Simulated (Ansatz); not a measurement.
Basis sets compared for Si(CCH)2Me2 (C₆H₈Si). The state is a singlet with charge 0. Geometry PBE0-D4/def2-SVP. Ansatz on 4 threads of Intel Xeon on a shared host; times are rough, and most runs start from earlier orbitals.

```tsv
atom	x (Å)	y (Å)	z (Å)
Si1	-0.008	-0.001	-0.063
C2	-0.802	-1.151	1.138
C3	-1.335	-1.916	1.921
H4	-1.805	-2.592	2.613
C5	1.057	1.158	0.895
C6	1.768	1.933	1.508
H7	2.394	2.614	2.057
C8	-1.335	0.974	-0.952
H9	-0.878	1.698	-1.645
H10	-1.957	1.527	-0.233
H11	-1.986	0.299	-1.528
C12	1.058	-0.984	-1.245
H13	0.445	-1.711	-1.799
H14	1.838	-1.534	-0.698
H15	1.547	-0.314	-1.968
```

Binding counts from free atoms (Si triplet, C triplet, H doublet) in the same basis, without a counterpoise term.

```csv
level,functions,energy (Eh),HOMO (eV),LUMO (eV),binding per atom (eV),wall time
HF/STO-3G,47,-514.5892,-8.51,9.61,3.99,0.3 s
HF/6-31G,83,-520.5769,-10.40,4.08,3.08,0.75 s
PBE-D4/def2-SVP,142,-522.1282,-6.57,-0.95,4.55,1.6 s
PBE0-D4/def2-SVP,142,-522.1854,-7.82,-0.03,4.48,2.2 s
```

Question: Estimate the rows for HF/def2-TZVP, PBE-D4/def2-TZVP, PBE0-D4/def2-TZVP.

Answer: 
```tsv
level	functions	energy (Eh)	HOMO (eV)	LUMO (eV)	binding per atom (eV)	wall time
HF/def2-TZVP	271	-520.8205	-10.60	3.27	3.30	4.1 s
PBE-D4/def2-TZVP	271	-522.4941	-6.70	-1.19	4.53	2.9 s
PBE0-D4/def2-TZVP	271	-522.5451	-7.90	-0.25	4.45	5.5 s
```
